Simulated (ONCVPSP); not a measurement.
**Ranking ONCV potentials for scandium (Sc)**

All share these settings but for the change named:

ONCVPSP 4.0.1 input, shortened (lines: element, Z, core and valence counts, functional; n l f; lmax; l rc ep ncon nbas qcut; lloc lpopt rc5 dvloc0; l nproj debl; icmod fcfact rcfact), LDA (Perdew-Wang 92), scalar-relativistic:

```
  Sc 21.00    3    4  -001012      upf
    1    0    2.00
    2    0    2.00
    2    1    6.00
    3    0    2.00
    3    1    6.00
    3    2    1.00
    4    0    1.00
    2
    0    1.70    0.00    4    7    8.60
    1    1.60    0.00    3    7    9.00
    2    2.85    0.00    4    8    5.40
    4    5    1.15    4.00
    0    2    3.70
    1    2    2.30
    2    1    0.50
    3    3.00    1.65
```

Test errors are all-electron minus pseudo excitation energies from the reference, over 3s2 3p6 3d1 4s2; 3s2 3p6 3d1 4s0; 3s2 3p6 3d0 4s0; 3s2 3p5 3d1 4s2. None of these files shows a bound ghost.

The base gives 514.3 meV.

Of 9 variants that were run, those that failed, showed a ghost or another fault, or gave nearly equal values are left out.

A variant can come out equal or close to the base, since the largest error may sit in a test that the change hardly touches while other tests move.

Problem. Rank these variants by their largest absolute test error, smallest first.
A. local potential polynomial inside 1.10 bohr (lpopt 5, dvloc0 4 Ha)
B. d: rc 3.84
C. d: qcut 4.5

Solution. A (514.3 meV), C (669.4 meV), B (1009.5 meV).
